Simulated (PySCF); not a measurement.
## Electrostatic potential from atomic charges

Species: `[SiH3][Si]([SiH3])([SiH3])[SiH3]`. Coordinates (GFN2-xTB, Å) and charges (e) from the PBE0/pcSseg-1 density (PySCF):

| atom | x | y | z | Mulliken | IAO | Hirshfeld | ESP-fitted |
| --- | --- | --- | --- | --- | --- | --- | --- |
| Si1 | -0.407 | -0.874 | -2.139 | +0.3068 | +0.3174 | +0.2101 | +0.2426 |
| Si2 | -0.002 | -0.001 | -0.002 | -0.6531 | -0.1454 | +0.0331 | -0.1200 |
| Si3 | -0.012 | 2.341 | -0.099 | +0.3063 | +0.3173 | +0.2102 | +0.2196 |
| Si4 | -1.671 | -0.727 | 1.473 | +0.3065 | +0.3174 | +0.2101 | +0.2513 |
| Si5 | 2.088 | -0.738 | 0.762 | +0.3063 | +0.3173 | +0.2102 | +0.2490 |
| H6 | -1.701 | -0.451 | -2.680 | -0.0478 | -0.0937 | -0.0728 | -0.0700 |
| H7 | -0.412 | -2.338 | -2.155 | -0.0478 | -0.0936 | -0.0728 | -0.0715 |
| H8 | 0.603 | -0.455 | -3.115 | -0.0478 | -0.0937 | -0.0729 | -0.0705 |
| H9 | 0.243 | 2.956 | 1.206 | -0.0477 | -0.0937 | -0.0728 | -0.0651 |
| H10 | -1.293 | 2.877 | -0.564 | -0.0477 | -0.0937 | -0.0729 | -0.0649 |
| H11 | 1.008 | 2.868 | -1.008 | -0.0477 | -0.0937 | -0.0728 | -0.0646 |
| H12 | -3.010 | -0.300 | 1.060 | -0.0477 | -0.0937 | -0.0729 | -0.0730 |
| H13 | -1.723 | -2.187 | 1.587 | -0.0477 | -0.0937 | -0.0729 | -0.0733 |
| H14 | -1.477 | -0.215 | 2.831 | -0.0478 | -0.0937 | -0.0728 | -0.0725 |
| H15 | 2.168 | -2.198 | 0.850 | -0.0477 | -0.0937 | -0.0729 | -0.0728 |
| H16 | 3.185 | -0.317 | -0.112 | -0.0477 | -0.0937 | -0.0728 | -0.0719 |
| H17 | 2.406 | -0.228 | 2.098 | -0.0477 | -0.0937 | -0.0728 | -0.0725 |

Points outside the species (Å): A (3.8, 9.2, -2.2); B (-1.7, -5.5, 1.2); C (-0.2, -2.7, -9.7); D (-6.8, -3.3, 6.5).

Q: Find the potential V = 14.3996 V·Å × Σ q/r of each set of charges at these points.

A: In volts:

```
point  nearest atom  distance (Å)  Mulliken     IAO  Hirshfeld  ESP-fitted
    A           H11          7.02    +0.003  -0.001     -0.002      -0.001
    B           H13          3.34    -0.030  -0.006     +0.002      -0.005
    C            H8          7.00    +0.005  -0.001     -0.002       0.000
    D           H13          7.15    +0.006  -0.001     -0.003       0.000
```

Q: How far are the other sets from the ESP-fitted one at these points?

A: Root-mean-square difference: IAO 0.001 V, Hirshfeld 0.004 V, Mulliken 0.013 V. The ESP scheme is a least-squares fit of atom-centred charges to the potential on four shells outside the van der Waals surface, with the total charge fixed.

Q: What energy would a point charge of -1 e have at B in the field of the ESP charges, leaving out polarisation?

A: +0.005 eV = +0.5 kJ/mol, a repulsion.

Geometry: GFN2-xTB; no solvent, vibrations or thermal averaging.

The run behind these numbers computed NMR shieldings as well. Hardware: x86-64 server, one thread (shared host). Cost: 39 s wall.
